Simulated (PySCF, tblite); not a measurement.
Isomers of C7H15NSi, one GFN2-xTB conformer each. Single-point energies are computed at PBE0/pcSseg-1 (PySCF, gas phase, no added dispersion term), electronic only.

```json
{"SMILES": "C=C/C(C)=N\\[C@@H]([SiH3])CC", "GFN2-xTB relative energy (kJ/mol)": "268.9"}
{"SMILES": "C=C(C)[Si@H](/C=C\\C)NC", "GFN2-xTB relative energy (kJ/mol)": "299.7"}
{"SMILES": "C[C@H]1C[Si@@H](NC2CC2)C1", "GFN2-xTB relative energy (kJ/mol)": "221.0"}
{"SMILES": "[SiH3]N[C@]12CC[C@H](CC1)C2", "GFN2-xTB relative energy (kJ/mol)": "0.0"}
```

Conformers: `[CH2:1]=[CH:2]/[C:3]([CH3:4])=[N:5]\[C@@H:6]([SiH3:7])[CH2:8][CH3:9]` with C1–C2–C3–C4 5°, C3–N5–C6–Si7 90°, N5–C6–C8–C9 67°; `[CH2:1]=[C:2]([CH3:3])[Si@H:4](/[CH:5]=[CH:6]\[CH3:7])[NH:8][CH3:9]` with C1–C2–Si4–C5 -121°, C2–Si4–C5–C6 -81°, C2–Si4–N8–C9 175°; `[CH3:1][C@H:2]1[CH2:3][Si@@H:4]([NH:5][CH:6]2[CH2:7][CH2:8]2)[CH2:9]1` with C3–Si4–N5–C6 -94°, Si4–N5–C6–C7 111°, C1–C2–C3–Si4 134°, C2–C3–Si4–N5 -120°, N5–C6–C7–C8 109°, C3–Si4–C9–C2 10°; `[SiH3:1][NH:2][C@:3]12[CH2:4][CH2:5][C@H:6]([CH2:7][CH2:8]1)[CH2:9]2` with Si1–N2–C3–C4 -151°.

Problem. What does PBE0/pcSseg-1 give for the same structures?

Solution. 
| SMILES | PBE0/pcSseg-1 E (Eh) | PBE0/pcSseg-1 (kJ/mol) | GFN2-xTB (kJ/mol) | point group |
| --- | --- | --- | --- | --- |
| [SiH3]N[C@]12CC[C@H](CC1)C2 | -619.45707 | 0.0 | 0.0 | C1 |
| C=C(C)[Si@H](/C=C\C)NC | -619.42454 | 85.4 | 299.7 | C1 |
| C[C@H]1C[Si@@H](NC2CC2)C1 | -619.41942 | 98.8 | 221.0 | C1 |
| C=C/C(C)=N\[C@@H]([SiH3])CC | -619.39473 | 163.7 | 268.9 | C1 |

Both levels put the same isomer lowest; measured from each level's own lowest isomer, the values differ by up to 214.3 kJ/mol (C=C(C)[Si@H](/C=C\C)NC: 299.7 against 85.4). As drawn, the lowest has an N–H bond, which the highest lacks; the highest has a C=N bond, an Si–C bond and a C=C bond outside aromatic rings, which the lowest lacks.

Problem. Which frontier levels, dipoles and rotational constants go with these structures?

Solution. 
```csv
SMILES,"HOMO (eV, PBE0/pcSseg-1)",LUMO (eV),dipole (D),"A, B, C (MHz)"
[SiH3]N[C@]12CC[C@H](CC1)C2,-6.50,0.78,1.05,"2796, 949.6, 894.6"
C=C(C)[Si@H](/C=C\C)NC,-6.60,-0.36,1.14,"1612, 1018, 830.0"
C[C@H]1C[Si@@H](NC2CC2)C1,-6.19,1.21,0.88,"3559, 596.8, 579.4"
C=C/C(C)=N\[C@@H]([SiH3])CC,-6.90,-1.30,1.59,"1636, 863.3, 693.3"
```

Problem. What happens when harmonic zero-point energies from GFN2-xTB frequencies are added?

Solution. 
| SMILES | ZPE (kJ/mol) | electronic (kJ/mol) | with ZPE (kJ/mol) |
| --- | --- | --- | --- |
| [SiH3]N[C@]12CC[C@H](CC1)C2 | 537.4 | 0.0 | 0.0 |
| C=C(C)[Si@H](/C=C\C)NC | 527.4 | 85.4 | 75.4 |
| C[C@H]1C[Si@@H](NC2CC2)C1 | 539.1 | 98.8 | 100.6 |
| C=C/C(C)=N\[C@@H]([SiH3])CC | 516.0 | 163.7 | 142.2 |

The zero-point energies span 23.1 kJ/mol. The order is unchanged.
